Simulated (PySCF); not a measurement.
PySCF input file for CH3FO2Si, SMILES O=C(O)[SiH2]F, PBE-D3(BJ)/def2-SVP. The structure is a stationary point at PBE-D3(BJ)/def2-SVP. The structure was generated by enumeration, and PubChem lists no compound with its InChIKey, so it may never have been made. One conformer was computed; it need not be the lowest.

```python
import numpy as np
from pyscf import gto, scf, dft, df
from pyscf.hessian import thermo

mol = gto.M(
    atom='''
    O    -0.90661929   -1.80617612    0.00000000
    C    -0.03731357   -0.95117331    0.00000000
    O     1.28505082   -1.22173339   -0.00000000
    Si   -0.56147459    0.89804958    0.00000000
    F     0.71405256    1.92541659   -0.00000000
    H     1.36511780   -2.20616023   -0.00000000
    H    -1.36725867    1.11751642    1.24218332
    H    -1.36725868    1.11751641   -1.24218332
    ''',
    basis='def2-SVP',
    charge=0,
    spin=0,
    max_memory=1600,
    verbose=3,
)
mf = dft.RKS(mol, xc='pbe').density_fit(auxbasis='def2-universal-jkfit')
mf.disp = 'd3bj'
mf.grids.level = 3
mf.conv_tol = 1e-11
mf.max_cycle = 100
mf.kernel()

# [left out here: the lines that compute and print the analytic Hessian (its translational invariance restored by hand, since the grid's response is missing), thermochemistry and intensities]
```

Output:

```
converged SCF energy = -579.000589685352

WARN: DFTD3 does not support analytical Hessian, using finite difference


WARN: Mole.unit (angstrom) is changed to Bohr

Mode                                 0                   1                   2
Irrep
Freq [cm^-1]                       58.3535            123.5615            288.6661
Reduced mass [au]                   4.7552              9.6610             13.5261
Force const [Dyne/A]                0.0095              0.0869              0.6641
Char temp [K]                      83.9577            177.7775            415.3263
Normal mode                   x     y     z       x     y     z       x     y     z
       0   O                -0.00  0.00  0.12    0.03 -0.07  0.00    0.00  0.16 -0.00
       1   C                 0.00 -0.00  0.01   -0.06  0.01 -0.00    0.08  0.08  0.00
       2   O                 0.00 -0.00 -0.10   -0.02  0.15 -0.00    0.06 -0.02 -0.00
       3  Si                 0.00 -0.00 -0.08   -0.04  0.02 -0.00   -0.06 -0.03  0.00
       4   F                -0.00  0.00  0.11    0.08 -0.12  0.00   -0.00 -0.11 -0.00
       5   H                -0.00 -0.00 -0.06    0.08  0.16  0.00   -0.03 -0.03 -0.00
       6   H                -0.19  0.00 -0.21   -0.02  0.09 -0.00   -0.07 -0.05 -0.00
       7   H                 0.19 -0.00 -0.21   -0.02  0.09  0.00   -0.07 -0.05  0.00
Mode                                 3                   4                   5
Irrep
Freq [cm^-1]                      355.6155            423.7587            636.6415
Reduced mass [au]                   1.7413              7.1897              1.3650
Force const [Dyne/A]                0.1297              0.7607              0.3260
Char temp [K]                     511.6516            609.6944            915.9854
Normal mode                   x     y     z       x     y     z       x     y     z
       0   O                -0.00  0.00  0.07   -0.09  0.06 -0.00    0.00  0.00 -0.01
       1   C                 0.00  0.00 -0.16   -0.03  0.00 -0.00    0.00  0.00  0.10
       2   O                 0.00 -0.00  0.03   -0.01  0.12 -0.00   -0.00  0.00  0.03
       3  Si                -0.00 -0.00 -0.03    0.07 -0.11  0.00    0.00 -0.00 -0.07
       4   F                -0.00 -0.00  0.03   -0.02  0.01 -0.00   -0.00 -0.00  0.03
       5   H                 0.00 -0.00  0.41    0.17  0.13  0.00   -0.00 -0.00 -0.60
       6   H                 0.26 -0.29  0.19    0.07 -0.14  0.00    0.34 -0.17  0.19
       7   H                -0.26  0.29  0.19    0.07 -0.14 -0.00   -0.34  0.17  0.19
Mode                                 6                   7                   8
Irrep
Freq [cm^-1]                      682.4578            705.1679            736.3400
Reduced mass [au]                   3.3590              1.1661              1.7813
Force const [Dyne/A]                0.9217              0.3417              0.5690
Char temp [K]                     981.9049           1014.5797           1059.4293
Normal mode                   x     y     z       x     y     z       x     y     z
       0   O                 0.12  0.00  0.00    0.00  0.00 -0.03   -0.00 -0.00  0.05
       1   C                -0.02  0.13 -0.00   -0.00  0.00  0.05    0.00 -0.00 -0.17
       2   O                -0.12 -0.01  0.00   -0.00 -0.00 -0.04    0.00  0.00  0.07
       3  Si                 0.03 -0.04  0.00    0.00 -0.00 -0.03    0.00  0.00  0.01
       4   F                -0.02 -0.01 -0.00   -0.00  0.00  0.04   -0.00  0.00  0.01
       5   H                -0.46 -0.04 -0.00   -0.00 -0.00  0.40    0.00  0.00 -0.49
       6   H                 0.05 -0.11  0.02    0.34  0.47  0.10    0.04  0.37 -0.03
       7   H                 0.05 -0.11 -0.02   -0.34 -0.47  0.10   -0.04 -0.37 -0.03
Mode                                 9                  10                  11
Irrep
Freq [cm^-1]                      832.9085            884.8237            929.9772
Reduced mass [au]                   2.0799              1.2984              1.5874
Force const [Dyne/A]                0.8501              0.5989              0.8089
Char temp [K]                    1198.3699           1273.0643           1338.0301
Normal mode                   x     y     z       x     y     z       x     y     z
       0   O                -0.00 -0.00 -0.00   -0.02 -0.01 -0.00    0.01  0.01 -0.00
       1   C                 0.00 -0.00  0.00   -0.01 -0.00 -0.00    0.01  0.00 -0.00
       2   O                -0.01  0.00  0.00    0.02 -0.00  0.00   -0.00  0.00  0.00
       3  Si                -0.06 -0.02 -0.00    0.01  0.07 -0.00   -0.07 -0.06 -0.00
       4   F                 0.12  0.08  0.00   -0.04 -0.05  0.00    0.05  0.06  0.00
       5   H                 0.00  0.01 -0.00    0.06  0.00  0.00   -0.03 -0.00 -0.00
       6   H                -0.18 -0.44  0.00    0.36 -0.40  0.30    0.42  0.26  0.25
       7   H                -0.18 -0.44 -0.00    0.36 -0.40 -0.30    0.42  0.26 -0.25
Mode                                12                  13                  14
Irrep
Freq [cm^-1]                     1126.2239           1300.9803           1752.5584
Reduced mass [au]                   2.4885              2.6434             11.0886
Force const [Dyne/A]                1.8597              2.6361             20.0666
Char temp [K]                    1620.3855           1871.8209           2521.5414
Normal mode                   x     y     z       x     y     z       x     y     z
       0   O                -0.06 -0.04  0.00   -0.04  0.01 -0.00   -0.10 -0.11 -0.00
       1   C                -0.10  0.06 -0.00    0.16 -0.14 -0.00    0.15  0.16  0.00
       2   O                 0.15  0.02  0.00   -0.04  0.07 -0.00   -0.02 -0.01 -0.00
       3  Si                 0.00 -0.01  0.00   -0.00  0.02  0.00    0.00 -0.00 -0.00
       4   F                 0.00  0.01 -0.00   -0.00 -0.01 -0.00   -0.00 -0.00 -0.00
       5   H                -0.60 -0.06 -0.00   -0.57 -0.00  0.00    0.12  0.01  0.00
       6   H                -0.01 -0.00 -0.01    0.00 -0.01  0.01    0.00  0.01 -0.02
       7   H                -0.01 -0.00  0.01    0.00 -0.01 -0.01    0.00  0.01  0.02
Mode                                15                  16                  17
Irrep
Freq [cm^-1]                     2200.6702           2214.6004           3536.5828
Reduced mass [au]                   1.0295              1.0547              1.0629
Force const [Dyne/A]                2.9377              3.0476              7.8324
Char temp [K]                    3166.2744           3186.3169           5088.3553
Normal mode                   x     y     z       x     y     z       x     y     z
       0   O                -0.00 -0.00 -0.00   -0.00 -0.00 -0.00   -0.00  0.00  0.00
       1   C                 0.00  0.01 -0.00    0.00  0.00  0.00    0.00 -0.00 -0.00
       2   O                -0.00 -0.00  0.00   -0.00 -0.00  0.00    0.01 -0.06  0.00
       3  Si                 0.03 -0.01 -0.00    0.00 -0.00  0.04    0.00  0.00 -0.00
       4   F                -0.00 -0.00  0.00   -0.00 -0.00  0.00   -0.00  0.00 -0.00
       5   H                 0.00  0.00 -0.00    0.00  0.00  0.00   -0.11  0.96 -0.00
       6   H                -0.37  0.10  0.58    0.37 -0.11 -0.57    0.00 -0.00 -0.00
       7   H                -0.37  0.10 -0.58   -0.37  0.11 -0.57    0.00 -0.00  0.00
temperature 298.1500 [K]
pressure 101325.00 [Pa]
Rotational constants [GHz] 7.60974 2.64671 2.01237
Symmetry number 1
Zero-point energy (ZPE) 0.04281 [Eh]   112388.489 [J/mol]
                           tot       elec      trans        rot        vib
Entropy [J/mol/K]       330.107      0.000    165.424    110.772     53.911
Cv [J/mol/K]             83.544      0.000     12.472     12.472     58.600
Cp [J/mol/K]             91.858      0.000     20.786     12.472     58.600
Internal energy [J/mol]                      3718.434   3718.434 120961.852
Internal energy [Eh]   -578.95169  -579.00059
Enthalpy [J/mol]                             6197.391   3718.434 120961.852
Enthalpy [Eh]          -578.95074
Gibbs free energy [J/mol]                  -43123.721 -29308.199 104888.235
Gibbs free energy [Eh] -578.98823
mode   freq/cm-1   IR/(km/mol)
   1       58.35         3.292
   2      123.56         6.646
   3      288.67         3.386
   4      355.62         0.190
   5      423.76        61.561
   6      636.64       156.903
   7      682.46        26.409
   8      705.17         1.252
   9      736.34        26.589
  10      832.91        17.363
  11      884.82       163.084
  12      929.98       156.795
  13     1126.22       183.742
  14     1300.98        27.276
  15     1752.56       203.635
  16     2200.67        52.127
  17     2214.60       104.398
  18     3536.58        26.797
max |gradient| / (hartree/bohr): 0.00020646326086077611
APT charges: [-0.647   0.722  -0.6084  1.3413 -0.5904  0.2538 -0.2356 -0.2356]
```

The run converged.
